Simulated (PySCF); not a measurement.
Isomers of C8H7F, one conformer each; single-point electronic energies without zero-point terms and without any empirical dispersion term.

All values: PBE0/pcSseg-1 (PySCF, non-relativistic), each on one gas-phase PBE0-D3(BJ)/def2-SVP geometry that isn't relaxed in the solvent. The solvent is an IEF-PCM continuum (cavity from Bondi-type radii × 1.2). The model holds no explicit solvent molecules, cavitation or dispersion.

| isomer | relative energy, gas (kcal/mol) | dipole (D) |
| --- | --- | --- |
| `c1(cccc(c1)C=C)F` | 0.0 | 1.43 |
| `C=Cc1ccc(F)cc1` | 0.2 | 1.22 |

Q: How do the relative energies look in chloroform (ε = 4.711)?

A: 
```csv
isomer,"relative energy, solvent (kcal/mol)",E(solvent) − E(gas) (kcal/mol),dipole in solvent (D)
`c1(cccc(c1)C=C)F`,0.0,-2.9,1.69
`C=Cc1ccc(F)cc1`,0.2,-2.9,1.46
```

The order is unchanged. Conformers: `[CH2:1]=[CH:2][c:3]1[cH:4][cH:5][cH:6][c:7]([F:8])[cH:9]1` with C1–C2–C3–C4 180°; `[CH2:1]=[CH:2][c:3]1[cH:4][cH:5][c:6]([F:7])[cH:8][cH:9]1` with C1–C2–C3–C4 180°. The gains span 0.0 kcal/mol, the gas-phase energies 0.2 kcal/mol.
